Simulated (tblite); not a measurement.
C7H12.
InChI=1S/C7H12/c1-6(2)5-7(3)4/h1-4H3

Computed values, GFN2-xTB/tblite, gas phase, harmonic and unscaled. The method is semi-empirical: single wavenumbers can be off by several per cent or more.

Harmonic wavenumbers (cm⁻¹): 105.4, 106.4, 114.5, 123.9, 140.8, 154.0, 159.0, 282.0, 368.7, 377.6, 378.1, 529.5, 529.9, 688.4, 900.9, 954.6, 973.1, 973.8, 992.7, 1015.4, 1067.8, 1067.9, 1113.6, 1205.4, 1205.7, 1390.6, 1390.9, 1400.9, 1402.9, 1453.1, 1477.5, 1479.9, 1481.1, 1481.3, 1488.2, 1488.2, 1490.2, 1522.4, 2088.7, 2990.6, 2993.2, 2993.4, 2996.0, 3002.8, 3005.3, 3008.8, 3011.6, 3046.4, 3047.5, 3049.0, 3050.3.

A = 4342, B = 1329, C = 1328 MHz; mass 96.094 u (most abundant isotopes); point group D2d, symmetry number 4.

Question: Zero-point energy?

Answer: Half the sum of the wavenumbers: 36380 cm⁻¹ = 104.02 kcal/mol.

Question: Give the ideal-gas entropy at 273.15 K and 1 bar in the rigid-rotor, harmonic-oscillator model (classical rotation).

Answer: Translation 39.19, rotation 25.11, vibration 25.85: S = 90.2 cal/(mol K).

Question: And Cp and H(273.15 K) − H(0)?

Answer: Cp = 33.80 cal/(mol K), of which vibrations give 25.85 (their classical limit is 51 R = 101.3); H(273.15 K) − H(0) = 6.01 kcal/mol without the zero-point energy, 3.83 from vibrations.

Question: How do the functions run with temperature in this model?

Answer: 
```json
{"T (K)": "100", "S (cal/(mol K))": "64.0", "Cp (cal/(mol K))": "19.9", "H − H(0) (kcal/mol)": "1.31", "G − H(0) (kcal/mol)": "-5.09", "ln q(vib)": "1.29"}
{"T (K)": "200", "S (cal/(mol K))": "80.6", "Cp (cal/(mol K))": "28.2", "H − H(0) (kcal/mol)": "3.74", "G − H(0) (kcal/mol)": "-12.37", "ln q(vib)": "4.01"}
{"T (K)": "300", "S (cal/(mol K))": "93.4", "Cp (cal/(mol K))": "36.0", "H − H(0) (kcal/mol)": "6.94", "G − H(0) (kcal/mol)": "-21.09", "ln q(vib)": "6.63"}
{"T (K)": "500", "S (cal/(mol K))": "115.7", "Cp (cal/(mol K))": "52.2", "H − H(0) (kcal/mol)": "15.79", "G − H(0) (kcal/mol)": "-42.05", "ln q(vib)": "11.54"}
{"T (K)": "800", "S (cal/(mol K))": "144.4", "Cp (cal/(mol K))": "70.2", "H − H(0) (kcal/mol)": "34.34", "G − H(0) (kcal/mol)": "-81.18", "ln q(vib)": "18.41"}
{"T (K)": "1000", "S (cal/(mol K))": "161.0", "Cp (cal/(mol K))": "78.5", "H − H(0) (kcal/mol)": "49.24", "G − H(0) (kcal/mol)": "-111.75", "ln q(vib)": "22.68"}
```

q(vib) and H(0) count from the zero-point level.

Question: What must be added to the electronic energy to get the Gibbs energy at 273.15 K and 1 bar?

Answer: ZPE + [H(273.15 K) − H(0)] − T·S = 104.02 + 6.01 − 24.63 = 85.40 kcal/mol.

Question: Blend soft modes into free rotors: weight 1/[1 + (100 cm⁻¹/ν̃)⁴] for the oscillator and the rest for a rotor with moment μB/(μ + B), μ = h/(8π²ν), B = 10⁻⁴⁴ kg m². What vibrational entropy results?

Answer: 25.15 cal/(mol K) in place of 25.85, which changes −T·S at 273.15 K by +0.19 kcal/mol.

Question: Which modes carry the vibrational entropy at 273.15 K?

Answer: 105.4 cm⁻¹: 3.18; 106.4 cm⁻¹: 3.16; 114.5 cm⁻¹: 3.02; 123.9 cm⁻¹: 2.87; 140.8 cm⁻¹: 2.63; 154.0 cm⁻¹: 2.46 cal/(mol K); the other 45 give 8.53 together.

Hindered rotation and anharmonicity are outside this model.
